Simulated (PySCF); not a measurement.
Labels have come off several samples. The candidates:

A. SMILES C#C[C@@H]1[C@H](C)C[C@@H]1F
B. SMILES C1(=O)C(C#N)=CC1
C. SMILES C[SiH2]C(=O)C1CNC1

Spectrum 1. ¹³C{¹H} NMR (computed): δ 84.7 (CH), 84.3 (CH), 83.3 (C), 39.6 (CH2), 38.8 (CH), 23.9 (CH), 20.4 (CH3).

Spectrum 2. ¹³C{¹H} NMR (computed): δ 244.3 (C), 53.5 (CH), 49.2 (CH2), -6.4 (CH3).

Spectrum 3. ¹³C{¹H} NMR (computed): δ 185.0 (C), 180.9 (CH), 132.9 (C), 114.0 (C), 53.1 (CH2).

- GFN2-xTB structure
- NMR shieldings at PBE0/pcSseg-1/GIAO
- run in PySCF 2.14.0 with density-fitted response routines
- one conformer, no solvent model, one averaged value for each set of equivalent atoms, no relativistic terms

References, each an isolated molecule treated in the same way: ¹³C (σref 186.93) vs TMS. Splittings of carbon signals by F and P are missing where no couplings were computed. Shifts are as computed. Against solution values, carbons near 30 ppm lie about +3 ppm off and those near 130 ppm about +5 ppm. Of 1309 compounds with measured shifts, 239 miss one by over three times the rms of a fit or turn the order of signals round; such compounds aren't used in these exercises.

Q: Match each spectrum to its structure.

A: 1–A, 2–C, 3–B.

- Spectrum 1 (A): 7 ¹³C signals; δC 84.7 is an sp3 CH bonded to F; δC 84.3 is a terminal alkyne carbon.
- Spectrum 2 (C): 4 ¹³C signals; δC 53.5 is an sp3 CH α to a carbonyl; δC 49.2 is an sp3 CH2 bonded to N.
- Spectrum 3 (B): 5 ¹³C signals; δC 185.0 is a ketone carbonyl carbon; δC 180.9 is a β carbon of a C=C–C=O unit.
